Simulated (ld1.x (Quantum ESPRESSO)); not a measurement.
# P (Z = 15): one change to a TM potential, before and after

```
Element                 : phosphorus (P)
Generator               : ld1.x (Quantum ESPRESSO) 7.5
Type                    : norm-conserving Troullier–Martins (Kleinman–Bylander form)
Functional              : LDA (PZ)
Relativity              : scalar-relativistic
Frozen core             : [Ne]
Valence charge          : 5
Reference configuration : 3s2 3p3
Partial waves           : 3s (bound): rc 1.25 bohr; 3p (bound): rc 1.55 bohr
Local potential         : all-electron potential smoothed inside 0.95 bohr (lloc = -1)
Core correction         : a·sin(br)/r model core inside 1.10 bohr
```

Change: local potential all-electron potential smoothed inside 1.34 bohr (lloc = -1).

Cutoffs: the cutoffs (Ry, on a coarse ladder) from which the occupation-weighted sum of valence levels, in a spherical-Bessel basis at the reference potential, stays within 10 and 1 mRy of its value at 400 Ry; they do not see the model core or the augmentation charge, which bear on the density cutoff. Errors are all-electron minus pseudo energies relative to the spin-unpolarised reference configuration.

How do hardness, ghosts and transferability respond?

The potential gets neither clearly harder nor softer (40 Ry and 100 Ry → 45 Ry and 100 Ry); the bound ghost in s disappears; of the 9 tests that both files solve, the error grows in 0 and shrinks in 8 by more than 15 % and 0.3 meV (median size 31.7 → 21.2 meV); the range in which the s phases agree widens (upper end -0.6 → 1.4). In the separable form a ghost depends on how the local part lies against the semilocal potential of the channel, so the choice of the local part can create or remove one. That the errors move this way runs against the usual rule that smaller radii transfer better.

```tsv
quantity	base	changed
cutoff, loose	40 Ry	45 Ry
cutoff, tight	100 Ry	100 Ry
loose cutoff by channel (10 mRy a level)	s 18 Ry, p 8 Ry	s 35 Ry, p 8 Ry
bound ghosts	s	none
error for 3s2 3p2, meV [ΔE 9.82 eV]	+13	+4.7
error for 3s2 3p1, meV [ΔE 29.07 eV]	+109	+34
error for 3s2 3p0, meV [ΔE 58.96 eV]	+472	+120
error for 3s1 3p0, meV [ΔE 111.15 eV]	+1382	+255
error for 3s1 3p3, meV [ΔE 18.89 eV]	+23	+7.5
error for 3s2 3p2.5, meV [ΔE 3.82 eV]	+2.0	+0.7
error for 3s2 3p3.3, meV [ΔE -1.34 eV]	+0.5	+0.3
error for 3s2 3p3 (spin-polarised), meV [ΔE -1.51 eV]	+32	+26
error for 3s2 3p2 (spin-polarised), meV [ΔE 8.98 eV]	+36	+21
s: phases at 1.71 bohr within 0.05 rad from the reference energy up to (Ry; the scan ends near 5)	-0.6	1.4
p: phases at 1.71 bohr within 0.05 rad from the reference energy up to (Ry; the scan ends near 5)	3.4	4.2
```

 A true bound ghost makes a file unfit for plane-wave use even where its test errors are small: the radial tests pick states by their node count and pass the ghost by.
